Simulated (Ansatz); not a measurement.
Cl3Si (SMILES Cl[Si](Cl)Cl), doublet, geometry from GFN2-xTB; CCSD(T)/STO-3G in Ansatz (a program for electronic structure).

Here is a job for Ansatz.
Ansatz 0.2 input:
```yaml
crystal:
  periodic: [false, false, false]
  atoms:
    - {symbol: Si, position_ang: [0.30534902, 0.30108305, 0.30322167]}
    - {symbol: Cl, position_ang: [-0.85134863, -0.87589088, 1.47732074]}
    - {symbol: Cl, position_ang: [1.47133362, -0.85554212, -0.88186222]}
    - {symbol: Cl, position_ang: [-0.87144888, 1.48348225, -0.84517049]}
basis:
  gaussian:
    orbitals: STO-3G
magnetization: {spin_polarized: true, initial_magnetization: 1}
correlation: {method: ccsd_t}
```

Output, abridged:

```
Functional definition: HF
386 factors; integrals over basis functions are off by at most 8.3e-6 eV
mean field evaluation 1: about -44881.0530 eV, gradient 1.6e1 eV
mean field evaluation 2: about -44881.0898 eV, gradient 1.6e1 eV
mean field evaluation 4: about -44884.0348 eV, gradient 1.2e0 eV
mean field evaluation 8: about -44884.0765 eV, gradient 9.0e-3 eV
mean field evaluation 16: about -44884.0765 eV, gradient 7.1e-6 eV
mean field -44884.07654914 eV, -1649.4593896610 hartree, gradient 7.1e-6 eV, S^2 0.752807; 0 other end points of the search recorded, 0 dependent functions left out
20 core orbitals not correlated
reference -44884.07654914 eV, -1649.4593896610 hartree; 13, 12 occupied and 3, 4 virtual orbitals, 386 factors
second order -1.01806904 eV of doubles, -0.00000000 eV of singles
cycle   1  -1.18083300 eV  change   -1.6e-1 eV  update   5.1e-2
cycle   2  -1.27904296 eV  change   -9.8e-2 eV  update   1.8e-2
cycle   3  -1.29180198 eV  change   -1.3e-2 eV  update   5.9e-3
cycle   4  -1.29242546 eV  change   -6.2e-4 eV  update   2.5e-3
cycle   5  -1.29255663 eV  change   -1.3e-4 eV  update   7.2e-4
cycle   6  -1.29255941 eV  change   -2.8e-6 eV  update   2.2e-4
cycle   7  -1.29251107 eV  change    4.8e-5 eV  update   7.0e-5
cycle   8  -1.29253154 eV  change   -2.0e-5 eV  update   2.1e-5
perturbative correction -0.04690070 eV, -0.0017235690 hartree
Total energy: -44885.41598138 eV, -1649.5086128879 hartree
```
